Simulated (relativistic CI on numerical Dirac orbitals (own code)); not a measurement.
**Sb X: computed level list**

Computed by Dirac-Coulomb-Breit CI, orbitals from a KLI potential per configuration, QED by a radiative potential, unscaled Slater integrals (own radial code, finite nucleus).

Configurations in the expansion (outside the closed core [Ar] 3d10): 4s²4p⁶4d⁶, 4s²4p⁵4d⁷, 4s²4p⁶4d⁵4f, 4s²4p⁶4d⁵5s, 4s²4p⁴4d⁸, 4s²4p⁶4d⁵5p, 4s4p⁶4d⁷, 4s²4p⁶4d⁴5s², 4s²4p⁶4d⁴5s5p, 4s²4p⁶4d⁵5d, 4s²4p⁶4d⁴5p², 4p⁶4d⁸, 4s²4p⁶4d⁵6s, 4s²4p⁶4d⁵6p, 4s²4p⁶4d⁵6d, 4s4p⁵4d⁸. Levels of other configurations are missing.

```csv
No.,Configuration,Term,J,E (cm⁻¹),%,Landé g,jj configuration (%)
41,4s²4p⁶4d⁵5s,⁵G,5,473653,95,1.263,4d3/2^2 4d5/2^3 5s (56)
42,4s²4p⁶4d⁵5s,⁵P,3,474704,35,1.371,4d3/2^2 4d5/2^3 5s (36)
43,4s²4p⁶4d⁵5s,⁵P,2,475981,47,1.586,4d3/2^3 4d5/2^2 5s (63)
44,4s²4p⁶4d⁵5s,⁵P,1,478271,56,2.037,4d3/2^3 4d5/2^2 5s (59)
45,4s²4p⁶4d⁵5s,⁵D,4,482487,81,1.442,4d3/2^2 4d5/2^3 5s (53)
46,4s²4p⁶4d⁵5s,⁵D,0,483882,92,,4d3/2^2 4d5/2^3 5s (73)
47,4s²4p⁶4d⁵5s,³G,3,485356,66,0.930,4d3/2^3 4d5/2^2 5s (66)
48,4s²4p⁶4d⁵5s,⁵D,1,486226,41,1.789,4d3/2^2 4d5/2^3 5s (43)
49,4s²4p⁶4d⁵5s,³P,2,486708,26,1.401,4d3/2^2 4d5/2^3 5s (43)
50,4s²4p⁶4d⁵5s,³G,5,487329,83,1.165,4d3/2^3 4d5/2^2 5s (61)
51,4s²4p⁶4d⁵5s,⁵D,3,487728,39,1.410,4d3/2^2 4d5/2^3 5s (45)
52,4s²4p⁶4d⁵5s,³G,4,488268,87,1.083,4d3/2^2 4d5/2^3 5s (62)
53,4s²4p⁶4d⁵5s,⁵D,2,490047,37,1.455,4d3/2^2 4d5/2^3 5s (38)
54,4s²4p⁶4d⁵5s,³D,1,493108,39,1.075,4d3/2^2 4d5/2^3 5s (51)
55,4s²4p⁶4d⁵5s,³I,5,495916,81,0.889,4d3/2^2 4d5/2^3 5s (72)
56,4s²4p⁶4d⁵5s,³I,6,495935,82,1.045,4d3/2^2 4d5/2^3 5s (65)
57,4s²4p⁶4d⁵5s,³D,3,497213,82,1.294,4d3/2^2 4d5/2^3 5s (54)
58,4s²4p⁶4d⁵5s,³P,0,497763,88,,4d3/2^2 4d5/2^3 5s (58)
59,4s²4p⁶4d⁵5s,³I,7,498348,100,1.142,4d3/2^2 4d5/2^3 5s (100)
60,4s²4p⁶4d⁵5s,³D,2,500538,64,1.110,4d3/2^3 4d5/2^2 5s (42)
61,4s²4p⁶4d⁵5s,⁵F,4,501051,58,1.281,4d3/2^3 4d5/2^2 5s (59)
62,4s²4p⁶4d⁵5s,⁵F,1,501122,63,0.360,4d3/2^2 4d5/2^3 5s (73)
63,4s²4p⁶4d⁵5s,⁵F,5,501291,65,1.326,4d3/2^2 4d5/2^3 5s (50)
64,4s²4p⁶4d⁵5s,⁵F,2,501728,60,1.070,4d3/2^2 4d5/2^3 5s (49)
65,4s²4p⁶4d⁵5s,⁵F,3,502253,48,1.213,4d3/2^2 4d5/2^3 5s (53)
66,4s²4p⁶4d⁵5s,³D,1,502734,73,0.763,4d3/2^2 4d5/2^3 5s (72)
67,4s²4p⁶4d⁵5s,³F,3,503879,39,1.160,4d3/2^3 4d5/2^2 5s (33)
68,4s²4p⁶4d⁵5s,¹I,6,504063,81,1.017,4d3/2^2 4d5/2^3 5s (88)
69,4s²4p⁶4d⁵5s,³F,2,507390,48,0.962,4d3/2 4d5/2^4 5s (46)
70,4s²4p⁶4d⁵5s,³H,4,508446,38,0.991,4d3/2^3 4d5/2^2 5s (54)
```

Energies count from the lowest computed level. Filled j subshells are mostly left out of the jj labels.

The mean weight of the leading LS term, summed over parents, in these 30 levels is 63 %, and that of the leading jj configuration (from the same eigenvectors) 57 %.

At this charge energies of transitions that change n are usually good to better than 1 %, and those within a shell (Δn = 0) to a few per cent. Terms inside the open d or f shell come out 10 to 20 % too wide with unscaled integrals. Levels and lines within the n = 5 or 6 shells can be off by up to 10 % or somewhat more, and those that change n by about 2 %, since core polarisation is missing.

LS names give the leading component of a level, which can be under half, so a name can repeat, a term be missing and a line seem to break the LS rules.
